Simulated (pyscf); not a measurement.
# Concerted two-bond exchange: H₂C=CH–CH₂⁺ -> H₂C=CH–CH₂⁺

Gas phase, singlet surface, charge 1. Bonds broken: C1–H4, C2–C3. Bonds formed: C1–C3, C2–H4. PySCF, gas phase, ωB97X-D3(BJ)/def2-SVP geometries. Correlated levels are frozen-core, on RHF or UHF. ΔMP2 is the change of the MP2 total energy from the triple- to the quadruple-zeta basis.

Transition state (Å):

```xyz
8

C      0.4535    -0.0341     0.4228
C      0.2786     0.5735    -0.7736
C     -0.3049     1.2649     0.4276
H     -0.3173    -0.5615    -0.4930
H      0.9710    -0.8266     0.9779
H      0.5563     0.5983    -1.8348
H     -1.3858     1.2898     0.5982
H      0.2625     2.1327     0.7845
```

One imaginary mode, 266i cm⁻¹; descent along it reached the two sides named.

```
bond   change  reactant side (Å)  saddle  product side
-----  ------  -----------------  ------  ------------
C1–H4  breaks              1.098   1.308         2.172
C2–C3  breaks              1.382   1.504         2.373
C1–C3   forms              2.372   1.504         1.383
C2–H4   forms              2.172   1.312         1.098
```

Electronic energies relative to the reactant's lowest minimum found (eV):

```json
[
 {"level": "ωB97X-D3(BJ)/def2-TZVP", "barrier": "1.83", "reaction energy": "0.00", "reverse barrier": "1.83"},
 {"level": "PBE/def2-TZVP", "barrier": "1.76", "reaction energy": "0.00", "reverse barrier": "1.76"},
 {"level": "r²SCAN/def2-TZVP", "barrier": "1.84", "reaction energy": "0.00", "reverse barrier": "1.84"},
 {"level": "B3LYP-D3(BJ)/def2-TZVP", "barrier": "2.12", "reaction energy": "0.00", "reverse barrier": "2.12"},
 {"level": "PBE0-D3(BJ)/def2-TZVP", "barrier": "1.75", "reaction energy": "0.00", "reverse barrier": "1.75"},
 {"level": "M06-2X/def2-TZVP", "barrier": "1.68", "reaction energy": "0.00", "reverse barrier": "1.68"},
 {"level": "ωB97M-D3(BJ)/def2-TZVP", "barrier": "1.86", "reaction energy": "0.00", "reverse barrier": "1.86"},
 {"level": "HF/def2-TZVP", "barrier": "2.38", "reaction energy": "0.00", "reverse barrier": "2.38"},
 {"level": "MP2/def2-QZVPP", "barrier": "1.81", "reaction energy": "0.00", "reverse barrier": "1.81"},
 {"level": "CCSD/def2-TZVPP", "barrier": "1.93", "reaction energy": "0.00", "reverse barrier": "1.93"},
 {"level": "CCSD(T)/def2-TZVPP", "barrier": "1.94", "reaction energy": "0.00", "reverse barrier": "1.94"},
 {"level": "CCSD(T)/def2-TZVPP + ΔMP2(QZVPP)", "barrier": "1.92", "reaction energy": "0.00", "reverse barrier": "1.92"}
]
```

With CCSD(T)/def2-TZVPP + ΔMP2(QZVPP) energies and thermal terms (ideal gas, 1 atm, RRHO with modes under 100 cm⁻¹ raised to 100, one conformer, R ln 2 for rigid chiral ones), in eV:

```
T (K)   ΔH‡   ΔG‡    ΔH    ΔG
-----  ----  ----  ----  ----
298    1.81  1.82  0.00  0.00
600    1.79  1.84  0.00  0.00
900    1.77  1.87  0.00  0.00
1200   1.76  1.91  0.00  0.00
```

The same reactants have a lower exit, to H₂C=C⁺–CH₃ (barrier +1.21 eV at ωB97M-D3(BJ), against +1.86 eV here). One saddle was located; it need not be the lowest between these sides. The CCSD(T) − MP2 part came from Ansatz, without density fitting, on the same reference.
